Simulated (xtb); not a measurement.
A run for xtb: GFN2-xTB on CH6BNO (SMILES CNBO).

```
$ xtb mol.xyz --gfn 2 --sp --chrg 0 --uhf 0
10

C     -1.47916188     0.12308846     0.24273631
N     -0.15699998    -0.46923810     0.22744678
B      1.03722580     0.17133087    -0.11294149
O      2.20957764    -0.55159297    -0.07154028
H     -2.15865591    -0.38006811    -0.45165359
H     -1.40605819     1.16762038    -0.05754343
H     -1.92848342     0.09006818     1.23977191
H     -0.12204759    -1.44249777     0.49309759
H      1.02598379     1.32604487    -0.43221910
H      2.97861974    -0.03475579    -0.31975549
```

Problem. What total energy does the run end on?

Solution. -13.4852 hartree.
